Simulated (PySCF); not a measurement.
# Two-component Hartree-Fock for Nd⁴⁺ (neodymium, charge +4)

Start: [Xe] 4f2; 4f5/2 filled at m_j = +3/2, +5/2. Calculated with PySCF 2.14 in x2c-TZVPPall-2c: generalised Hartree-Fock with the X2C-1e Hamiltonian and a Gaussian nucleus; one run each with spin-orbit coupling (SO) switched off, then screened by Boettger's factors.

```tsv
spinor shell	electrons	ε, spin-free (eV)	ε, screened SO (eV)	weight of nominal j (screened SO)	rms radius, screened SO (bohr)
1s1/2	2	-43834.7	-43828.1	1.000	0.0269
2s1/2	2	-7248.1	-7246.1	1.000	0.109
2p1/2	2	-6478.4	-6843.0	1.000	0.0938
2p3/2	4	-6478.4	-6319.1	1.000	0.0998
3s1/2	2	-1663.6	-1662.9	1.000	0.283
3p1/2	2	-1415.5	-1490.1	1.000	0.275
3p3/2	4	-1415.5	-1382.5	1.000	0.288
3d3/2	4	-1070.7	-1084.6	0.999	0.260
3d5/2	6	-1070.7	-1060.8	1.000	0.263
4s1/2	2	-394.11	-393.86	1.000	0.642
4p1/2	2	-309.51	-326.85	0.994	0.662
4p3/2	4	-309.51	-301.66	0.997	0.689
4d3/2	4	-185.52	-190.21	0.902	0.747
4d5/2	6	-185.52	-182.17	0.935	0.755
5s1/2	2	-94.024	-93.977	1.000	1.50
5p1/2	2	-68.864	-71.871	0.978	1.64
5p3/2	4	-68.864	-67.503	0.989	1.71
4f5/2	2	-62.440	-62.539	0.913	0.965
```

| quantity | spin-free | screened SO |
| --- | --- | --- |
| E (hartree) | -9614.77278 | -9619.59560 |
| M_J | 4 | 4 |
| ⟨J²⟩ | 22.010 | 20.775 |
| ⟨L²⟩ | 30.009 | 29.642 |
| ⟨S²⟩ | 2.001 | 1.966 |

The determinant has a definite M_J but mixes levels of different J.

Each row is a mean over spinors that exchange with the open shell spreads, by up to 9.863 eV (4d3/2).

Breit and QED terms are absent; they matter most for the inner s and p1/2 levels.

Densities and radii are taken from the X2C orbitals without a picture-change correction, which distorts them close to the nucleus.

Without spin-orbit coupling the j labels of p, d and f shells carry no meaning; the spin-free column gives the mean over the occupied spinors of each nl shell, and its ⟨J²⟩ belongs to a mixture of degenerate components.
